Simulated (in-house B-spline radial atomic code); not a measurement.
The outermost shell (largest non-relativistic mean radius) with and without relativity; Dirac values are averaged over j. Computed with an all-electron radial atomic-structure program (B-spline basis): non-relativistic Hartree-Fock and Dirac-Hartree-Fock, averages of the configuration (point nuclei without relativity, finite nuclei with it).

```csv
ion,configuration,outermost shell,radius non-relativistic (bohr),radius Dirac (bohr),radius change (%),level non-relativistic (eV),level Dirac (eV),spin-orbit splitting (eV)
Tc,[Kr] 4d5 5s2,5s,3.6498,3.5308,-3.2606,-6.394,-6.6786,-
Ru,[Kr] 4d7 5s1,?,?,?,?,?,?,?
Rh,[Kr] 4d8 5s1,5s,3.7952,3.6068,-4.9635,-5.803,-6.2079,-
Pd,[Kr] 4d10,4d,1.5331,1.5504,1.1312,-9.143,-8.928,0.5648
Ag,[Kr] 4d10 5s1,?,?,?,?,?,?,?
Cd,[Kr] 4d10 5s2,5s,3.2375,3.0888,-4.5928,-7.207,-7.6584,-
```

Fill in the row of Ru.

outermost shell: 5s; radius non-relativistic (bohr): 3.8772; radius Dirac (bohr): 3.6971; radius change (%): -4.6439; level non-relativistic (eV): -5.698; level Dirac (eV): -6.0737.

Fill in the row of Ag.

outermost shell: 5s; radius non-relativistic (bohr): 3.6565; radius Dirac (bohr): 3.4512; radius change (%): -5.6152; level non-relativistic (eV): -5.986; level Dirac (eV): -6.4533.

Which member changes most?

Silver (Ag): its 5s shell contracts by 5.6 %.
